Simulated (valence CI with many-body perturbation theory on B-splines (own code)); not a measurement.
**E1 line list for Tl IX**

Calculated by configuration interaction combined with many-body perturbation theory (CI+MBPT): five valence electrons over a frozen Dirac-Fock core [Xe] 4f14, radial functions for each j: 7 s, 7 p, 8 d, 6 f, 4 g, 1 h, with the one-electron correlation potential Σ1 (screened to all orders), the two-electron term Σ2, the three-electron term Σ3, Breit, model QED; selected single and double excitations, second order for the rest, scaled by the run's own slope (own B-spline code, finite nucleus).

No measured spectrum was set against this ion. As an estimate, terms of the open shell hold to 2 to 4 % of their energy, and close levels can change places; different configurations can be misplaced against each other by 1,000 to 8,000 cm⁻¹. Among the levels kept, up to 1200 cm⁻¹ of a level comes from second order outside the variational space, and about a tenth of that is noise between levels of different J, which matters for small intervals. The list stops below the first excitations out of the core.

Lines 201 to 250 of 386 in falling wavelength, among levels below 45.733 eV, chosen from the strongest by gf and those to the six lowest levels. Wavelengths and rates use the calculated energies, so an error of 2000 cm⁻¹ moves a line at 110.9 nm by 2.2 % and its rate by three times that or more. Electric multipoles are in the length gauge, E1 and E2 with the static RPA response of the core. Weak lines are less certain than strong ones. Lines between different terms over intervals too small for the method are left out, as are lines whose strength nearly cancels. Where a level lies close to another of its J and parity, the split of strength between their lines is uncertain. The highest levels of a list are the least certain.

Levels are named by their leading jj configuration (3d3/2^4 stands for four electrons in 3d with j = 3/2), which in mixed levels can hold well under half, so a name can repeat and another be missing. Letters in brackets count levels of one name in rising energy.

```
λ vac (nm)                            Upper                           Lower   A (s⁻¹)  S (a.u.) with core polarisation  S without
     110.9  (5d3/2^3 5d5/2 6p1/2) J=5/2 [b]  (5d3/2^2 5d5/2^2 6s) J=3/2 [a]  2.11e+06                         8.51e-03   1.05e-02
     110.7  (5d3/2^3 5d5/2 6p1/2) J=3/2 [a]    (5d3/2^3 5d5/2 6s) J=3/2 [b]  5.23e+06                         1.40e-02   1.69e-02
     109.3  (5d3/2^3 5d5/2 6p1/2) J=5/2 [b]  (5d3/2^2 5d5/2^2 6s) J=5/2 [b]  3.32e+07                         1.28e-01   1.58e-01
     108.7  (5d3/2^3 5d5/2 6p1/2) J=5/2 [b]  (5d3/2^2 5d5/2^2 6s) J=7/2 [a]  2.87e+07                         1.09e-01   1.34e-01
     106.3  (5d3/2^3 5d5/2 6p1/2) J=5/2 [a]        (5d3/2^3 5d5/2 6s) J=5/2  7.01e+06                         2.49e-02   3.15e-02
     106.3      (5d3/2^3 5d5/2 6p1/2) J=7/2  (5d3/2^2 5d5/2^2 6s) J=9/2 [a]  9.60e+04                         4.55e-04   4.95e-04
     105.5  (5d3/2^3 5d5/2 6p1/2) J=3/2 [b]        (5d3/2^3 5d5/2 6s) J=5/2  1.28e+08                         2.97e-01   3.68e-01
     105.4      (5d3/2^3 5d5/2 6p1/2) J=9/2  (5d3/2^2 5d5/2^2 6s) J=9/2 [a]  4.12e+07                         2.38e-01   2.96e-01
     102.8            (5d3/2^4 6p1/2) J=1/2    (5d3/2^3 5d5/2 6s) J=3/2 [a]  5.33e+05                         5.71e-04   7.12e-04
     102.2  (5d3/2^3 5d5/2 6p1/2) J=5/2 [a]    (5d3/2^3 5d5/2 6s) J=7/2 [b]  1.36e+07                         4.31e-02   5.36e-02
     102.1      (5d3/2^3 5d5/2 6p1/2) J=1/2        (5d3/2^3 5d5/2 6s) J=1/2  2.01e+08                         2.11e-01   2.62e-01
     101.6      (5d3/2^3 5d5/2 6p1/2) J=7/2        (5d3/2^3 5d5/2 6s) J=5/2  4.05e+08                         1.67e+00   2.07e+00
     101.2  (5d3/2^3 5d5/2 6p1/2) J=5/2 [a]    (5d3/2^3 5d5/2 6s) J=3/2 [b]  3.97e+08                         1.22e+00   1.50e+00
     100.4  (5d3/2^3 5d5/2 6p1/2) J=3/2 [b]    (5d3/2^3 5d5/2 6s) J=3/2 [b]  3.17e+08                         6.35e-01   7.84e-01
     99.38  (5d3/2^3 5d5/2 6p1/2) J=3/2 [a]        (5d3/2^3 5d5/2 6s) J=1/2  3.66e+08                         7.09e-01   8.75e-01
     97.84      (5d3/2^3 5d5/2 6p1/2) J=7/2    (5d3/2^3 5d5/2 6s) J=7/2 [b]  4.26e+07                         1.58e-01   1.97e-01
     97.74  (5d3/2^3 5d5/2 6p1/2) J=5/2 [b]        (5d3/2^3 5d5/2 6s) J=5/2  2.95e+08                         8.16e-01   1.01e+00
     97.12      (5d3/2^3 5d5/2 6p1/2) J=9/2    (5d3/2^3 5d5/2 6s) J=7/2 [b]  6.35e+08                         2.87e+00   3.54e+00
     95.63  (5d3/2^3 5d5/2 6p1/2) J=3/2 [a]  (5d3/2^2 5d5/2^2 6s) J=5/2 [a]  9.75e+07                         1.68e-01   2.10e-01
     94.28  (5d3/2^3 5d5/2 6p1/2) J=5/2 [b]    (5d3/2^3 5d5/2 6s) J=7/2 [b]  1.28e+08                         3.19e-01   3.96e-01
     93.40  (5d3/2^3 5d5/2 6p1/2) J=5/2 [b]    (5d3/2^3 5d5/2 6s) J=3/2 [b]  7.87e+07                         1.90e-01   2.33e-01
     92.68  (5d3/2^3 5d5/2 6p1/2) J=5/2 [a]    (5d3/2^3 5d5/2 6s) J=7/2 [a]  1.91e+08                         4.51e-01   5.61e-01
     91.78            (5d3/2^4 6p1/2) J=1/2              (5d3/2^4 6s) J=1/2  1.75e+09                         1.34e+00   1.66e+00
     91.03      (5d3/2^3 5d5/2 6p1/2) J=7/2        (5d3/2^3 5d5/2 6s) J=9/2  3.24e+08                         9.64e-01   1.20e+00
     91.01  (5d3/2^3 5d5/2 6p1/2) J=3/2 [b]        (5d3/2^3 5d5/2 6s) J=1/2  3.22e+07                         4.80e-02   5.89e-02
     90.90      (5d3/2^3 5d5/2 6p1/2) J=1/2    (5d3/2^3 5d5/2 6s) J=3/2 [a]  1.45e+09                         1.08e+00   1.34e+00
     90.41      (5d3/2^3 5d5/2 6p1/2) J=9/2        (5d3/2^3 5d5/2 6s) J=9/2  8.41e+08                         3.07e+00   3.81e+00
     89.06      (5d3/2^3 5d5/2 6p1/2) J=7/2    (5d3/2^3 5d5/2 6s) J=7/2 [a]  8.66e+08                         2.42e+00   3.00e+00
     88.73  (5d3/2^3 5d5/2 6p1/2) J=3/2 [a]    (5d3/2^3 5d5/2 6s) J=3/2 [a]  1.22e+09                         1.68e+00   2.09e+00
     88.47      (5d3/2^3 5d5/2 6p1/2) J=9/2    (5d3/2^3 5d5/2 6s) J=7/2 [a]  2.08e+08                         7.11e-01   8.83e-01
     88.43  (5d3/2^3 5d5/2 6p1/2) J=5/2 [a]  (5d3/2^2 5d5/2^2 6s) J=5/2 [a]  1.05e+09                         2.16e+00   2.68e+00
     87.85  (5d3/2^3 5d5/2 6p1/2) J=3/2 [b]  (5d3/2^2 5d5/2^2 6s) J=5/2 [a]  1.36e+09                         1.82e+00   2.27e+00
     86.10  (5d3/2^3 5d5/2 6p1/2) J=5/2 [b]    (5d3/2^3 5d5/2 6s) J=7/2 [a]  1.36e+09                         2.56e+00   3.18e+00
     85.13      (5d3/2^3 5d5/2 6p1/2) J=7/2  (5d3/2^2 5d5/2^2 6s) J=5/2 [a]  2.40e+08                         5.85e-01   7.27e-01
     82.50  (5d3/2^3 5d5/2 6p1/2) J=5/2 [a]    (5d3/2^3 5d5/2 6s) J=3/2 [a]  3.23e+08                         5.37e-01   6.67e-01
     82.42  (5d3/2^3 5d5/2 6p1/2) J=5/2 [b]  (5d3/2^2 5d5/2^2 6s) J=5/2 [a]  1.08e+08                         1.78e-01   2.22e-01
     82.20      (5d3/2^3 5d5/2 6p1/2) J=1/2              (5d3/2^4 6s) J=1/2  5.50e+07                         3.02e-02   3.74e-02
     82.00  (5d3/2^3 5d5/2 6p1/2) J=3/2 [b]    (5d3/2^3 5d5/2 6s) J=3/2 [a]  9.98e+06                         1.09e-02   1.33e-02
     80.42  (5d3/2^3 5d5/2 6p1/2) J=3/2 [a]              (5d3/2^4 6s) J=1/2  3.59e+08                         3.69e-01   4.58e-01
     77.24  (5d3/2^3 5d5/2 6p1/2) J=5/2 [b]    (5d3/2^3 5d5/2 6s) J=3/2 [a]  3.58e+07                         4.88e-02   6.00e-02
     74.85  (5d3/2^3 5d5/2 6p1/2) J=3/2 [b]              (5d3/2^4 6s) J=1/2  2.92e+07                         2.42e-02   2.97e-02
     48.67            (5d3/2^4 6p1/2) J=1/2       (5d3/2 5d5/2^4) J=3/2 [b]  3.24e+04                         3.69e-06   4.33e-06
     45.84      (5d3/2^3 5d5/2 6p1/2) J=1/2       (5d3/2 5d5/2^4) J=3/2 [b]  1.88e+05                         1.79e-05   2.33e-05
     45.47            (5d3/2^4 6p1/2) J=1/2           (5d3/2 5d5/2^4) J=1/2  1.69e+06                         1.57e-04   1.96e-04
     45.28  (5d3/2^3 5d5/2 6p1/2) J=3/2 [a]       (5d3/2 5d5/2^4) J=3/2 [b]  7.45e+04                         1.37e-05   1.62e-05
     43.60  (5d3/2^3 5d5/2 6p1/2) J=5/2 [a]       (5d3/2 5d5/2^4) J=3/2 [b]  4.24e+05                         1.04e-04   1.35e-04
     43.46  (5d3/2^3 5d5/2 6p1/2) J=3/2 [b]       (5d3/2 5d5/2^4) J=3/2 [b]  5.14e+05                         8.33e-05   1.05e-04
     43.27            (5d3/2^4 6p1/2) J=1/2     (5d3/2^2 5d5/2^3) J=3/2 [c]  4.82e+05                         3.85e-05   4.10e-05
     43.02  (5d3/2^3 5d5/2 6p1/2) J=5/2 [a]     (5d3/2^2 5d5/2^3) J=5/2 [c]  6.62e+04                         1.56e-05   1.94e-05
     42.99      (5d3/2^3 5d5/2 6p1/2) J=1/2           (5d3/2 5d5/2^4) J=1/2  2.48e+05                         1.94e-05   2.65e-05
```
